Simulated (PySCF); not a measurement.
## Spin-rotation constants: SMILES OC/C=C(/C=C)OC, C₆H₁₀O₂

Geometry (Å), atoms numbered from 1 in this order:
```xyz
18

C     2.6915    0.5267   -0.0480
C     1.6843   -0.0721   -0.6730
C     0.3331   -0.1788   -0.1313
C    -0.5844   -0.9876   -0.6737
C    -1.9815   -1.1600   -0.1607
O    -2.3488   -2.5181   -0.0383
O     0.0367    0.5552    1.0064
C    -0.2120    1.9227    0.7635
H     2.5613    0.9749    0.9233
H     3.6787    0.5711   -0.4742
H     1.8301   -0.5442   -1.6346
H    -0.3184   -1.6049   -1.5189
H    -2.0963   -0.6375    0.7978
H    -2.6934   -0.7395   -0.8804
H    -1.7431   -2.9434    0.5785
H    -0.3314    2.3874    1.7407
H     0.6161    2.3993    0.2298
H    -1.1313    2.0552    0.1813
```

Method: PySCF 2.14.0, GIAO B97-D/6-31G magnetisability, rotational g tensor and spin-rotation constants, non-relativistic, gas phase. Geometry: GFN2-xTB.

Task: Give the nuclear spin-rotation constants along the inertial axes (H = +C I·J) beside the isotropic shieldings.

Result: Rotational constants 3.5459, 1.1795, 0.9509 GHz. A star marks the isotopologue with that one atom substituted, in its own axes.
| atom | isotope | Caa (kHz) | Cbb (kHz) | Ccc (kHz) | mean (kHz) | σ (ppm) |
| --- | --- | --- | --- | --- | --- | --- |
| H9 | 1H | -0.337 | 0.009 | -0.050 | -0.126 | 27.4 |
| H10 | 1H | -0.004 | -0.035 | -0.112 | -0.050 | 27.9 |
| H11 | 1H | -0.368 | 0.034 | -0.058 | -0.131 | 27.0 |
| H12 | 1H | -0.354 | 0.066 | -0.096 | -0.128 | 27.5 |
| H13 | 1H | -0.341 | 0.007 | -0.049 | -0.128 | 27.8 |
| H14 | 1H | -0.310 | -0.105 | 0.019 | -0.132 | 28.5 |
| H15 | 1H | -0.485 | -0.154 | -0.019 | -0.219 | 33.5 |
| H16 | 1H | -0.369 | -0.008 | -0.055 | -0.144 | 28.9 |
| H17 | 1H | 0.007 | -0.100 | -0.082 | -0.058 | 29.0 |
| H18 | 1H | -0.184 | -0.109 | -0.034 | -0.109 | 29.6 |
| C1 | 13C* | 1.034 | 0.368 | 0.169 | 0.524 | 89.7 |
| C2 | 13C* | 0.998 | 0.429 | 0.201 | 0.543 | 74.0 |
| C3 | 13C* | 1.182 | 0.486 | 0.219 | 0.629 | 48.4 |
| C4 | 13C* | 0.989 | 0.440 | 0.187 | 0.539 | 76.8 |
| C5 | 13C* | 0.655 | 0.223 | 0.184 | 0.354 | 136.9 |
| O6 | 17O* | -0.352 | -0.120 | -0.075 | -0.182 | 281.9 |
| O7 | 17O* | -0.556 | -0.164 | -0.041 | -0.254 | 258.5 |
| C8 | 13C* | 0.700 | 0.208 | 0.177 | 0.361 | 137.7 |

For the geometry as given, no vibrational averaging.
